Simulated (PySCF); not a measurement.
**Two-component Hartree-Fock for Cd³²⁺ (cadmium, charge +32)**

Start: [Ne] 3s2 3p4; 3p1/2 filled at m_j = -1/2, +1/2; 3p3/2 filled at m_j = +1/2, +3/2. Calculated with PySCF 2.14 in an uncontracted even-tempered set (19 s from 5.5 bohr⁻², ratio 2.4; 14 p from 7.2 bohr⁻², ratio 2.4; 5 d from 28 bohr⁻², ratio 2.6; 4 f from 42 bohr⁻², ratio 2.6): generalised Hartree-Fock with the X2C-1e Hamiltonian and a Gaussian nucleus; one run each with spin-orbit coupling (SO) switched off, then screened by Boettger's factors.

```json
{"spinor shell": "1s1/2", "electrons": "2", "ε, spin-free (eV)": "-28558.2", "ε, screened SO (eV)": "-28554.7", "weight of nominal j (screened SO)": "1.000", "rms radius, screened SO (bohr)": "0.0348"}
{"spinor shell": "2s1/2", "electrons": "2", "ε, spin-free (eV)": "-5721.5", "ε, screened SO (eV)": "-5719.9", "weight of nominal j (screened SO)": "1.000", "rms radius, screened SO (bohr)": "0.140"}
{"spinor shell": "2p1/2", "electrons": "2", "ε, spin-free (eV)": "-5306.3", "ε, screened SO (eV)": "-5444.3", "weight of nominal j (screened SO)": "1.000", "rms radius, screened SO (bohr)": "0.121"}
{"spinor shell": "2p3/2", "electrons": "4", "ε, spin-free (eV)": "-5306.3", "ε, screened SO (eV)": "-5241.2", "weight of nominal j (screened SO)": "1.000", "rms radius, screened SO (bohr)": "0.126"}
{"spinor shell": "3s1/2", "electrons": "2", "ε, spin-free (eV)": "-2146.4", "ε, screened SO (eV)": "-2145.7", "weight of nominal j (screened SO)": "1.000", "rms radius, screened SO (bohr)": "0.343"}
{"spinor shell": "3p1/2", "electrons": "2", "ε, spin-free (eV)": "-2017.1", "ε, screened SO (eV)": "-2045.4", "weight of nominal j (screened SO)": "0.987", "rms radius, screened SO (bohr)": "0.331"}
{"spinor shell": "3p3/2", "electrons": "2", "ε, spin-free (eV)": "-2017.1", "ε, screened SO (eV)": "-2002.5", "weight of nominal j (screened SO)": "0.991", "rms radius, screened SO (bohr)": "0.339"}
```

| quantity | spin-free | screened SO |
| --- | --- | --- |
| E (hartree) | -4810.63434 | -4812.74178 |
| M_J | 2 | 2 |
| ⟨J²⟩ | 6.001 | 6.003 |
| ⟨L²⟩ | 2.001 | 3.023 |
| ⟨S²⟩ | 2.000 | 1.499 |

Each row is a mean over spinors that exchange with the open shell spreads, by up to 24.919 eV (3s1/2).

Breit and QED terms are absent; they matter most for the inner s and p1/2 levels.

Densities and radii are taken from the X2C orbitals without a picture-change correction, which distorts them close to the nucleus.

Without spin-orbit coupling the j labels of p, d and f shells carry no meaning; the spin-free column gives the mean over the occupied spinors of each nl shell.
